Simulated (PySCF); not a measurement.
C2H5BF2O, SMILES C(F)B(OC)F.

Geometry: PBE0-D3(BJ)/def2-SVP. The structure was generated by enumeration, and PubChem lists no compound with its InChIKey, so it may never have been made. The values are those of a single conformer.

Two levels are set side by side: PBE/def2-TZVP (PySCF) and B3LYP/def2-TZVP (PySCF). Same geometry, gas phase. Differences are taken from unrounded values.

| quantity | PBE |
|---|---|
| orbital gap (eV) | 7.00 |
| highest occupied level (eV) | -7.33 |
| lowest empty level (eV) | -0.33 |
| dipole moment (D) | 2.71 |
| mean polarisability (bohr³) | 44.2 |

Question: These are the PBE values. What does B3LYP give? (An estimate is asked for; the answer gives what the named calculation found.)

Answer: 
```
quantity                     B3LYP  PBE minus B3LYP
---------------------------  -----  ---------------
orbital gap (eV)              9.24            -2.24
highest occupied level (eV)  -8.83             1.49
lowest empty level (eV)       0.41            -0.75
dipole moment (D)             2.84            -0.13
mean polarisability (bohr³)   42.4              1.8
```

PBE's occupied levels lie high since its potential decays too fast outside the molecule; exact exchange lowers them and widens the gap. PBE's more diffuse valence density responds more strongly to a field. Differences between two approximate levels are no errors against the true value.

Rough cost on one machine, each run with all the roots and properties that it gave: B3LYP against PBE within a factor of 2.
